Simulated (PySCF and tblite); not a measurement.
Values are calculated unless marked as measured or tabulated.
System: C₆H₁₀OSn, numbered as in [CH3:1][O:2][C:3]1=[CH:4][C@H:5]([SnH3:6])[CH:7]=[CH:8]1.

For the shift of Sn6 from C5 to C7: electronic barrier 6.93 kcal/mol, zero-point change -1.68 kcal/mol, thermal and entropy terms at 250 K a further 0.27 kcal/mol (symmetry numbers apart). The minimum is C1, the saddle C1. Level: PBE/pcSseg-1 (def2-TZVP on Sn) + D3(BJ) on PBE0-D3(BJ)/def2-SVP stationary points, with GFN2-xTB thermal terms. Rates follow Eyring's equation with the number of equivalent paths and no tunnelling. (PySCF 2.14 with density fitting, tblite 0.8.)

Q: How many equivalent paths lead out of the minimum?

A: 1: the symmetry number of the minimum is 1, that of the saddle displaced along its mode 1.

Q: Work out the rate at 250 K.

A: ΔG‡ = 5.52 kcal/mol; k_B T/h = 5.2×10¹² s⁻¹; exp(−ΔG‡/RT) = 1.5×10⁻⁵; times 1 gives k = 7.7×10⁷ s⁻¹. Wigner's tunnelling factor for the 228i cm⁻¹ mode would be 1.07.

Spin–orbit effects of heavy atoms on shieldings are missing.
